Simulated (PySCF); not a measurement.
# [Dy(NH2)4]− at several levels of theory

Computed with PySCF 2.14.0 (density fitting, no spin-orbit coupling) at the geometry relaxed with PBE0:

```xyz
13
[Dy(NH2)4]− (singlet in the valence; each metal's 4f electrons, 9 of them, lie in its core potential, out of spins and levels)
Dy    0.0000    0.0000    0.0000
N     1.3564    1.2110    1.3303
H     1.3042    1.4022    2.3307
H     2.2244    1.6461    1.0129
N    -1.3565   -1.3303    1.2110
H    -2.2241   -1.0128    1.6464
H    -1.3045   -2.3307    1.4021
N     1.3564   -1.2110   -1.3303
H     2.2244   -1.6461   -1.0129
H     1.3042   -1.4022   -2.3307
N    -1.3565    1.3303   -1.2110
H    -1.3045    2.3307   -1.4021
H    -2.2241    1.0128   -1.6464
```

```
 level                                                 basis    state  HOMO (eV)  gap (eV)  charge on Dy1 (e)  population of f-type functions on Dy1 (polarisation alone where 4f lies in the core)  dipole about the centre of mass (D)  largest force component (eV/Å)
  PBE0     Dy lcecp-1-SVP with ECP55, N def2-SVP, H def2-SVP  singlet      -1.13      5.15               0.62                                                                                  0.05                                 0.00                            0.01
revPBE                                              the same  singlet       0.32      3.16               0.43                                                                                  0.05                                 0.00                            0.42
  PBE0  Dy lcecp-1-TZVP with ECP55, N def2-TZVP, H def2-TZVP  singlet      -1.43      5.21               1.44                                                                                  0.06                                 0.00                            0.32
```

In the lcecp rows the 4f levels are missing from HOMO and gap, and the state counts the valence alone.

Charges are Mulliken's, which hang on the basis. The relaxation used the grid (50, 194), these runs (75, 302) or, all-electron (x2c bases, spin-free X2C Hamiltonian), (99, 590).

What does BLYP with Dy lcecp-1-SVP with ECP55, N def2-SVP, H def2-SVP give here?

state singlet, HOMO (eV) 0.39, gap (eV) 3.04, charge on Dy1 (e) 0.32, population of f-type functions on Dy1 (polarisation alone where 4f lies in the core) 0.05, dipole about the centre of mass (D) 0.00, largest force component (eV/Å) 0.46. Time: 10 s on 2 threads of Arm Neoverse V1 (shared host), from an already converged density.

In the first row's basis the gap widens with exact exchange: 3.0 to 3.2 eV for BLYP, revPBE (none); 5.1 eV for PBE0 (a fixed share).

No frequency check is given that shows the relaxed geometry to be a minimum. An lcecp potential fixes the number of 4f electrons, so in runs with it no electron can move into or out of that shell.

The highest filled level of some runs lies above zero, as often for anions with such functionals and bases.
